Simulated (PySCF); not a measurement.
Species: C4H5BCl2.
SMILES with atom numbers: `[BH2:1][C@H:2]1[CH2:3][C:4]([Cl:5])=[C:6]1[Cl:7]` (hydrogens: H8, H9 on B1; H10 on C2; H11, H12 on C3)

Geometry (PBE0-D3(BJ)/def2-SVP, Å), atoms numbered from 1 in this order:
```xyz
12
C4H5BCl2 angstrom
B     -1.8566   -0.2922   -0.1437
C     -0.3707   -0.3349    0.3175
C      0.8279   -0.6056   -0.6531
C      1.4273    0.6523   -0.0833
Cl     2.8803    1.4649   -0.4349
C      0.4029    0.8849    0.7523
Cl     0.0308    2.1062    1.8746
H     -2.6353    0.4799    0.3641
H     -2.2581   -1.0992   -0.9503
H     -0.4214   -1.1045    1.1258
H      1.3914   -1.5312   -0.4575
H      0.5705   -0.5520   -1.7227
```

Computed with PBE0-D3(BJ)/def2-SVP geometry optimisation, gas phase (PySCF).

Take the most abundant isotopes and a rigid rotor. The values belong to one conformer with, in the numbering `[BH2:1][C@H:2]1[CH2:3][C:4]([Cl:5])=[C:6]1[Cl:7]`, H–B1–C2–C3 -144° and 41°.

Problem. Give the principal moments of inertia and the rotational constants in MHz.

Solution. Ia = 226.89, Ib = 349.86, Ic = 553.40 u·Å²; 505379 MHz·u·Å²/I gives A = 2227, B = 1445, C = 913.2 MHz.

Problem. Classify the top.

Solution. An asymmetric top. Ray's parameter κ = (2B − A − C)/(A − C) = -0.191; −1 is the prolate and +1 the oblate limit.

Problem. What does the inertial defect say?

Solution. Not planar: Δ = Ic − Ia − Ib = -23.34 u·Å². For a rigid frame Δ = −2 Σ m c², so Σ m c² = 11.67 u·Å² lies off the ab plane: 5.09 from hydrogen and 6.57 from heavier atoms. The atom farthest from that plane is 1.36 Å away.

Problem. Where do the levels up to J = 3 lie, in MHz?

Solution. Above 0(0,0):
J = 1: 1(0,1) 2358, 1(1,1) 3141, 1(1,0) 3672
J = 2: 2(0,2) 6880, 2(1,2) 7325, 2(1,1) 8919, 2(2,1) 11268, 2(2,0) 11461
J = 3: 3(0,3) 13306, 3(1,3) 13496, 3(1,2) 16637, 3(2,2) 18341, 3(2,1) 19182, 3(3,1) 23689, 3(3,0) 23736
Those of J = 1 are B + C, A + C and A + B.

Problem. Predict some low-J microwave lines.

Solution. The dipole components are |μa| = 0.63 D, |μb| = 1.54 D, |μc| = 0.61 D. Intensities carry the squares of the components, which stand as 0.17 : 1.00 : 0.16 (a : b : c). Some of the stronger lines:

| type | branch | J(Ka,Kc) | MHz | lower level (cm⁻¹) |
| --- | --- | --- | --- | --- |
| c | Q | 2(1,2) ← 2(0,2) | 445 | 0.229 |
| c | Q | 1(1,1) ← 1(0,1) | 783 | 0.079 |
| b | Q | 1(1,0) ← 1(0,1) | 1314 | 0.079 |
| a | Q | 2(1,1) ← 2(1,2) | 1594 | 0.244 |
| b | Q | 2(1,1) ← 2(0,2) | 2039 | 0.229 |
| c | Q | 2(2,1) ← 2(1,1) | 2349 | 0.297 |
| a | R | 1(0,1) ← 0(0,0) | 2358 | 0.000 |
| b | Q | 2(2,0) ← 2(1,1) | 2542 | 0.297 |
| b | R | 1(1,1) ← 0(0,0) | 3141 | 0.000 |
| c | R | 1(1,0) ← 0(0,0) | 3672 | 0.000 |
| b | R | 2(0,2) ← 1(1,1) | 3740 | 0.105 |
| b | Q | 2(2,1) ← 2(1,2) | 3943 | 0.244 |
| a | R | 2(1,2) ← 1(1,1) | 4184 | 0.105 |
| a | R | 2(0,2) ← 1(0,1) | 4522 | 0.079 |
| b | R | 2(1,2) ← 1(0,1) | 4967 | 0.079 |
| a | R | 2(1,1) ← 1(1,0) | 5247 | 0.122 |
| c | R | 2(1,1) ← 1(0,1) | 6561 | 0.079 |
| b | R | 2(2,1) ← 1(1,0) | 7596 | 0.122 |
| c | R | 2(2,0) ← 1(1,0) | 7789 | 0.122 |
| c | R | 2(2,1) ← 1(1,1) | 8127 | 0.105 |
| b | R | 2(2,0) ← 1(1,1) | 8320 | 0.105 |

Problem. Estimate the classical rotational partition function at 10 K, 25 K and 50 K.

Solution. Point group C1, symmetry number σ = 1; q = (√π/σ)·√((kT/h)³/(ABC)), k/h = 20836.6 MHz/K: 3110 at 10 K, 12300 at 25 K, 34800 at 50 K.

Stationary, but not proved a minimum. No vibrational averaging or centrifugal distortion is included, and the geometry carries the error of its method. Quadrupole hyperfine structure (11B, 35Cl) is left out.
